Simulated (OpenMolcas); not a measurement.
## Fe2+ in a point-charge field

Fe2+ among 3 point charges of -1.5 e arranged as a planar triangle (D3h), 1.88 Å from the ion.

- Program: OpenMolcas 26.06
- Method: SS-CASPT2, IPEA 0.25 Eh, imaginary shift 0.1 Eh (closed shells correlated: 3s 3p)
- Basis: ANO-RCC-VTZP [6s5p3d2f1g]
- Scalar Hamiltonian: DKH2, point nucleus
- Active space: 6 electrons in 5 orbitals (3d)
- State averaging: 2S+1 = 5 even, 5 roots; 2S+1 = 3 even, 45 roots; 2S+1 = 1 even, 50 roots
- Spin-orbit coupling: state interaction with AMFI integrals over the reference wave functions

The lowest spin-free states (labels of D3, the rotations of D3h), above the lowest:

| State | Degeneracy | E (cm-1) | Free-ion L (%) |
| --- | --- | --- | --- |
| 5A1 | 1 | 0 | D (100) |
| 5E | 2 | 3370 | D (100) |
| 5E | 2 | 11450 | D (100) |
| 3A1 | 1 | 21320 | H (72) |
| 3A2 | 1 | 21330 | H (73) |
| 3E | 2 | 21880 | H (82) |
| 3E | 2 | 23000 | F (42) |
| 3E | 2 | 23040 | H (69) |
| 3A2 | 1 | 23130 | F (45) |
| 3E | 2 | 23310 | H (100) |
| 3E | 2 | 23430 | F (70) |
| 3E | 2 | 24780 | H (73) |
| 3A2 | 1 | 25030 | H (52) |
| 3E | 2 | 25840 | P (71) |
| 3A2 | 1 | 26640 | F (93) |
| 3A1 | 1 | 26660 | F (93) |
| 3A1 | 1 | 26950 | G (85) |
| 3A2 | 1 | 28540 | F (49) |
| 2S+1 = 1 | 2 | 29890 | I (100) |
| 3E | 2 | 31170 | G (41) |

The lowest levels with spin-orbit coupling:

```csv
E (cm-1),Degeneracy,Label,2S+1,g
0,1,A1,5,
11,2,E,5,0.00 0.00 4.00
45,2,E,5,0.00 0.00 8.00
3210,2,,5,0.00 0.00 10.01
3330,2,E,5,0.00 0.00 6.01
3440,2,E,5,0.00 0.00 2.04
3530,1,A2,5,
3570,1,A1,5,
3650,2,E,5,0.00 0.00 5.98
11060,2,E,5,0.00 0.00 11.99
11290,2,,5,0.00 0.00 7.99
11510,2,E,5,0.00 0.00 3.99
11730,2,E,5,0.00 0.00 0.01
11930,1,A1,5,
11930,1,A2,5,
21190,2,E,3,0.00 0.00 2.05
21210,1,A2,3,
21230,1,A1,3,
21360,2,E,3,0.00 0.00 9.54
21870,2,E,3,0.00 0.00 11.91
```

Powder χT (cm3 K/mol): 0.886 at 2 K, 2.8 at 10 K, 3.37 at 50 K, 3.41 at 100 K, 3.44 at 200 K, 3.46 at 300 K. The effective moment at 300 K is 2.828 √(χT) = 5.26 μB.

The lowest level has 2S+1 = 5, for which the spin-only value is χT = S(S+1) / 2 = 3.000 cm3 K/mol (g = 2). The computed 3.463 at 300 K differs by +0.463, through orbital momentum, spin-orbit coupling and any other state in reach.

Roots that are degenerate in the reference are averaged as groups; the widest CASPT2 spread within a group is 130 cm-1 (the 2-fold group of multiplicity 5 near 11400 cm-1 above the lowest state of its run). Shifts and gaps below about the spread of the groups concerned are not significant. Free-ion shares, where given, are those of the reference states; single-state CASPT2 does not remix them. This is an electrostatic model: the charges have no orbitals. No measured value stands beside these numbers.

A state without a sure symmetry label is named by its multiplicity alone. With an even number of electrons the g values are those of a degenerate or nearly degenerate non-Kramers pair.
